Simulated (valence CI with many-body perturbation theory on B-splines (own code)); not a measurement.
## Level structure of Bi I

Computed by configuration interaction combined with many-body perturbation theory (CI+MBPT): five valence electrons over a frozen Dirac-Fock core [Xe] 4f14 5d10, radial functions for each j: 9 s, 9 p, 8 d, 6 f, 3 g, 1 h, with the one-electron correlation potential Σ1 (screened to all orders), the two-electron term Σ2, the three-electron term Σ3, Breit, model QED; selected single and double excitations, second order for the rest, scaled by the run's own slope (own B-spline code, finite nucleus).

Set against measurement, 16 paired levels are off by 257 cm⁻¹ on average, the worst by 628. These come from a selection out of the NIST Handbook of Basic Atomic Spectroscopic Data. Levels without a partner in it may be off by more. Among the levels kept, up to 1200 cm⁻¹ of a level comes from second order outside the variational space, and about a tenth of that is noise between levels of different J, which matters for small intervals.

Levels 1 to 23 of 23, with energies above the lowest level, (6s^2 6p1/2^2 6p3/2) J=3/2. "Leading %" is the weight of the configuration and term that name the level; weights of strongly mixed levels are sums over their largest components and can fall short. In the jj column 3d3/2^4 stands for four electrons in 3d with j = 3/2. Lifetimes count E1, E2, E3, M1 and M2 decay at the calculated energies, and are blank where another channel may lead or the interval is too uncertain; long ones can be off by a factor of two.

```
No.  Configuration  Term    J  E (eV)  Leading %     Second component                  Leading jj  Lifetime
  1        6s2 6p3   4S°  3/2  0.0000         55     27 % 6s2 6p3 2P°   6s^2 6p1/2^2 6p3/2 (83 %)          
  2        6s2 6p3   2D°  3/2   1.431         56     32 % 6s2 6p3 4S°   6s^2 6p1/2 6p3/2^2 (85 %)   32.4 ms
  3        6s2 6p3   2D°  5/2   1.933         94                        6s^2 6p1/2 6p3/2^2 (94 %)    131 ms
  4        6s2 6p3   2P°  1/2   2.688         94                        6s^2 6p1/2 6p3/2^2 (94 %)   17.8 ms
  5     6s2 6p2 7s    4P  1/2   4.003         56   21 % 6s2 6p2 7s 2P      6s^2 6p1/2^2 7s (90 %)   5.69 ns
  6        6s2 6p3   2P°  3/2   4.145         60     24 % 6s2 6p3 2D°         6s^2 6p3/2^3 (90 %)   5.37 ms
  7     6s2 6p2 7p   4D°  1/2   5.043         43  32 % 6s2 6p2 7p 2P°   6s^2 6p1/2^2 7p1/2 (90 %)   55.8 ns
  8     6s2 6p2 7p   4D°  3/2   5.274         24  22 % 6s2 6p2 7p 4P°   6s^2 6p1/2^2 7p3/2 (90 %)   33.8 ns
  9     6s2 6p2 6d    4F  3/2   5.397         36   16 % 6s2 6p2 6d 2D   6s^2 6p1/2^2 6d3/2 (87 %)   28.8 ns
 10     6s2 6p2 6d    2D  5/2   5.514         20   20 % 6s2 6p2 6d 4D   6s^2 6p1/2^2 6d5/2 (89 %)   4.15 ns
 11     6s2 6p2 7s    4P  3/2   5.559         83    9 % 6s2 6p2 7s 2P  6s^2 6p1/2 6p3/2 7s (92 %)   5.67 ns
 12     6s2 6p2 7s    2P  1/2   5.685         55   22 % 6s2 6p2 7s 4P  6s^2 6p1/2 6p3/2 7s (77 %)   5.13 ns
 13     6s2 6p2 8s    4P  1/2   5.796         44   21 % 6s2 6p2 8s 2P      6s^2 6p1/2^2 8s (77 %)   9.14 ns
 14     6s2 6p2 7s    4P  5/2   6.011         47   44 % 6s2 6p2 7s 2D  6s^2 6p1/2 6p3/2 7s (89 %)   5.29 ns
 15     6s2 6p2 8p   4D°  1/2   6.108         42  33 % 6s2 6p2 8p 2P°   6s^2 6p1/2^2 8p1/2 (90 %)    229 ns
 16     6s2 6p2 7s    2D  3/2   6.119         40   32 % 6s2 6p2 7s 2P  6s^2 6p1/2 6p3/2 7s (73 %)   5.06 ns
 17     6s2 6p2 8p   4D°  3/2   6.188         22  21 % 6s2 6p2 8p 4P°   6s^2 6p1/2^2 8p3/2 (90 %)    109 ns
 18     6s2 6p2 7d    4F  3/2   6.274         32   15 % 6s2 6p2 7d 2D   6s^2 6p1/2^2 7d3/2 (77 %)   15.4 ns
 19     6s2 6p2 7d    2D  5/2   6.291         22   20 % 6s2 6p2 7d 4D   6s^2 6p1/2^2 7d5/2 (90 %)   14.6 ns
 20     5f 6s2 6p2   2F°  7/2   6.360         23  19 % 5f 6s2 6p2 2G°   5f7/2 6s^2 6p1/2^2 (91 %)   60.0 ns
 21     5f 6s2 6p2   4G°  5/2   6.366         33  17 % 5f 6s2 6p2 2F°   5f5/2 6s^2 6p1/2^2 (91 %)   54.2 ns
 22     6s2 6p2 9s    4P  1/2   6.395         51   25 % 6s2 6p2 9s 2P      6s^2 6p1/2^2 9s (90 %)   43.0 ns
 23     6s2 6p2 9p   4D°  1/2   6.547         42  33 % 6s2 6p2 9p 2P°   6s^2 6p1/2^2 9p1/2 (90 %)    627 ns
```

The ionisation energy to 6s2 6p2 3P_0 of the next ion comes out as 7.2121 eV (NIST: 7.28552 eV (measured), further off than twice its uncertainty). All 23 levels together are meant to be complete up to 6.576 eV.
